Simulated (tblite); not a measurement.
Species: EtP(CF3)2, C₄H₅F₆P.
Z-matrix (Å and degrees, GFN2-xTB geometry), rows numbered from 1:
```
C 
C   1  1.5264
P   2  1.8529  1  111.04
C   3  1.9039  2   98.37  1   -75.24
F   4  1.3339  3  111.16  2  -151.33
F   4  1.3372  3  114.90  2   -29.00
F   4  1.3404  3  108.92  2    90.49
C   3  1.8995  2   95.89  1  -170.83
F   8  1.3323  3  111.86  2   176.72
F   8  1.3376  3  114.47  2    54.07
F   8  1.3418  3  108.44  2   -64.97
H   1  1.0873  2  109.73  3  -176.04
H   1  1.0877  2  111.21  3    64.40
H   1  1.0879  2  110.85  3   -56.23
H   2  1.0946  1  109.98  3   116.98
H   2  1.0950  1  110.89  3  -122.85
```

All values are computed: GFN2-xTB (tblite) harmonic vibrations without scaling, gas phase. The method is semi-empirical: single wavenumbers can be off by several per cent or more. One conformer, not necessarily the lowest.

Harmonic wavenumbers (cm⁻¹): 30.0, 52.4, 72.1, 98.1, 118.7, 174.5, 203.2, 222.9, 232.8, 258.5, 279.3, 314.8, 417.6, 437.9, 459.9, 473.8, 476.3, 500.8, 666.1, 671.2, 705.0, 777.1, 1004.5, 1018.7, 1032.5, 1052.3, 1063.5, 1067.6, 1073.4, 1082.0, 1096.4, 1213.2, 1251.7, 1411.0, 1427.6, 1485.3, 1492.5, 2937.2, 2947.7, 3037.9, 3041.3, 3048.5.

A = 1223, B = 864.1, C = 641.4 MHz; mass 198.003 u (most abundant isotopes); point group C1, symmetry number 1.

Zero-point energy?

½Σν̃ = 20214 cm⁻¹ = 241.81 kJ/mol.

Entropy at 350 K, 1 bar (ideal gas, RRHO, classical rotation)?

Translation 178.14, rotation 129.78, vibration 196.79: S = 504.7 J/(mol K).

And Cp and H(350 K) − H(0)?

Cp = 207.31 J/(mol K), of which vibrations give 174.05 (their classical limit is 42 R = 349.2); H(350 K) − H(0) = 45.80 kJ/mol without the zero-point energy, 34.16 from vibrations.

Blend soft modes into free rotors: weight 1/[1 + (100 cm⁻¹/ν̃)⁴] for the oscillator and the rest for a rotor with moment μB/(μ + B), μ = h/(8π²ν), B = 10⁻⁴⁴ kg m². What vibrational entropy results?

177.27 J/(mol K) in place of 196.79, which changes −T·S at 350 K by +6.83 kJ/mol.

Which modes carry the vibrational entropy at 350 K?

30.0 cm⁻¹: 25.72; 52.4 cm⁻¹: 21.10; 72.1 cm⁻¹: 18.46; 98.1 cm⁻¹: 15.92; 118.7 cm⁻¹: 14.36; 174.5 cm⁻¹: 11.25 J/(mol K); the other 36 give 89.98 together.

Hindered rotation and anharmonicity are outside this model. Other conformers, if any are populated, would add a mixing term that is left out. The structure is chiral; the term R ln 2 for an equal mix with its mirror image is left out.

Run on x86-64 server, one thread, no GPU, on a shared host. The figure is for the frequency step alone.
